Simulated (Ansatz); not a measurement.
The cluster Rb₄I₃, relaxed as a doublet with UKS PBE0-D4/def2-SVP in Ansatz, starting from the GFN1-xTB geometry. Force threshold 0.02 eV/Å.

In the def2 sets I, Rb take a core potential; there is no spin–orbit coupling. The structure comes from a short search, and lower isomers may exist.

Start:

```xyz
7

Rb   -1.391   -1.025   -3.075
Rb    0.576    3.069    1.633
Rb   -1.672   -0.520    1.158
Rb    1.999   -0.299   -0.582
I    -0.137   -3.211   -0.705
I     1.414   -0.009    2.975
I    -0.788    1.996   -1.405
```

Question: Estimate the energy that the relaxation releases and the steps that it takes.

Answer: 0.67 eV, in 17 steps; 2.8 min on 4 threads of Arm Neoverse V2 on a shared host. No frequencies were taken in this run, so the end may be a saddle point.

Question: Does the start keep its bonding and symmetry?

Answer: Bonds lost: Rb3–I7 (atoms count from 1). Metal–metal contacts that move far: Rb1–Rb2 6.54 to 4.81 Å. The end is the same structure that another start reached, the lowest one found. Point group C2v at the start, C3v at the end, both within 0.05 Å.

Question: Predict the relaxed structure.

Answer: 
```tsv
atom	x (Å)	y (Å)	z (Å)
Rb1	-1.941	-0.085	-2.458
Rb2	-0.489	2.927	1.004
Rb3	-1.696	-1.604	2.107
Rb4	2.397	-0.725	-0.375
I5	-0.371	-2.878	-0.941
I6	1.191	0.364	2.785
I7	0.908	2.001	-2.122
```
Bond lengths (bridged metal pairs left out): 9 × I–Rb 3.55 to 3.56 Å.
